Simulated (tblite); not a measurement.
Species: C₇H₅N₂ (charge -1).
Cartesian coordinates in Å at the GFN2-xTB level; atoms count from 1:
```
atom  x, y, z in Å
N1     3.3759   -1.4369    1.0899
C2     2.6507   -0.6909    0.5687
C3     1.8366    0.2150   -0.0626
C4     0.4486    0.1456   -0.0794
C5    -0.2968   -0.8824    0.5653
C6    -1.6619   -0.8813    0.5062
N7    -2.4088    0.0329   -0.1280
C8    -1.7175    1.0026   -0.7369
C9    -0.3544    1.1106   -0.7504
H10    2.3343    1.0317   -0.5771
H11    0.2339   -1.6582    1.1028
H12   -2.2339   -1.6661    0.9990
H13   -2.3315    1.7434   -1.2483
H14    0.1241    1.9334   -1.2714
```

Computed with GFN2-xTB (tblite): harmonic, unscaled wavenumbers at the GFN2-xTB geometry, gas phase. Errors from tens to a few hundred cm⁻¹ against measured bands are possible. One conformer, not necessarily the lowest.

Harmonic wavenumbers (cm⁻¹): 96.6, 115.6, 197.4, 333.7, 355.1, 430.4, 461.5, 483.1, 605.7, 624.9, 630.6, 666.0, 774.2, 846.1, 849.0, 897.8, 908.9, 988.6, 1081.9, 1108.0, 1117.1, 1207.0, 1226.6, 1292.3, 1317.3, 1406.9, 1454.0, 1468.7, 1540.7, 1619.5, 2294.7, 2953.1, 2963.7, 2987.7, 3008.0, 3044.0.

A = 5024, B = 1037, C = 859.4 MHz; mass 117.045 u (most abundant isotopes); point group Cs, symmetry number 1.

Question: What is the zero-point energy?

Answer: ½Σν̃ = 21678 cm⁻¹ = 259.33 kJ/mol.

Question: Entropy at 500 K, 1 bar (ideal gas, RRHO, classical rotation)?

Answer: Translation 179.00, rotation 126.38, vibration 131.75: S = 437.1 J/(mol K).

Question: And Cp and H(500 K) − H(0)?

Answer: Cp = 185.86 J/(mol K), of which vibrations give 152.60 (their classical limit is 36 R = 299.3); H(500 K) − H(0) = 53.78 kJ/mol without the zero-point energy, 37.15 from vibrations.

Question: What must be added to the electronic energy to get the Gibbs energy at 500 K and 1 bar?

Answer: ZPE + [H(500 K) − H(0)] − T·S = 259.33 + 53.78 − 218.56 = 94.55 kJ/mol.

Question: How do the functions run with temperature in this model?

Answer: 
```tsv
T (K)	S (J/(mol K))	Cp (J/(mol K))	H − H(0) (kJ/mol)	G − H(0) (kJ/mol)	ln q(vib)
50	232.4	42.4	1.80	-9.82	0.10
100	266.0	56.2	4.27	-22.34	0.58
298.15	357.1	125.0	22.02	-84.46	3.41
373.15	388.0	150.3	32.36	-112.41	4.67
750	522.2	233.1	106.66	-285.03	11.36
1000	593.6	261.9	168.81	-424.76	15.59
```

q(vib) and H(0) count from the zero-point level.

Hindered rotation and anharmonicity are outside this model. Other conformers, if any are populated, would add a mixing term that is left out.

The run took 0.3 s wall on an Intel Xeon 6975P-C with one thread, shared host. The figure is for the frequency step alone.
